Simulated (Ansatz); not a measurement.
Computed with Ansatz on PBE0-D4/def2-TZVP structures; ΔE is electronic, products minus reactants. CCSD(T)/CBS adds triple-zeta CCSD(T) − MP2 to the extrapolated MP2 energy (def2 sets, frozen cores). Functionals use def2-TZVPP. For Ge outer-core shells are correlated without core-valence functions, which leaves a few kJ/mol of doubt a bond. Scalar relativity is left out up to krypton. One conformer a species, not always the lowest.

Reaction (isomerisation): `[OH][Ge]([OH])([OH])[SiH3]` → `O[SiH2][O][GeH2][OH]`

CCSD(T)/CBS gives -145.2 kJ/mol.

Question: Another level gave -118.5 kJ/mol. Which?
A. SCS-MP2/def2-TZVPP
B. B2PLYP/def2-TZVPP
C. ωB97X-V/def2-TZVPP
D. PBE/def2-TZVPP

Answer: D. PBE -118.5, SCS-MP2/def2-TZVPP -154.4, B2PLYP -148.1, ωB97X-V -141.7 kJ/mol.

Largest T1 diagnostic among the species: 0.013.

From PBE to PBE0 (25 % exact exchange), in def2-TZVPP and without D4, ΔE moves by −12.0 kJ/mol. In def2-TZVPP, CCSD(T) changes the Hartree–Fock value by +28.5 kJ/mol (the triples alone add +4.4 kJ/mol) and MP2 by +22.5 kJ/mol.
